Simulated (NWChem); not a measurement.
Species: C$_{2}$H$_{2}$N$_{3}$, doublet; SMILES [c]1ncn[nH]1

Computed with NWChem. Spin-unrestricted. In the optimisation the excess spin sits in a' (Cs, its own frame). Geometry: optimised at PBE0/def2-SVP, spin-unrestricted. No stability test was run on the SCF state. Level: PBE0/def2-SVP with COSMO at NWChem's default radii, gas-phase geometry; rows give the dielectric constant. Reactions with the solvent are ignored.

For dielectric constant 4.8:

| Property | Result |
|---|---|
| electrostatic solvation energy (kcal/mol) | -6.0 |
| dipole in solution (D) | 2.69 |

Problem. How do the values read with dielectric constant 2.0 instead?

Solution. 
| Item | Value |
|---|---|
| electrostatic solvation energy (kcal/mol) | -3.7 |
| dipole in solution (D) | 2.49 |
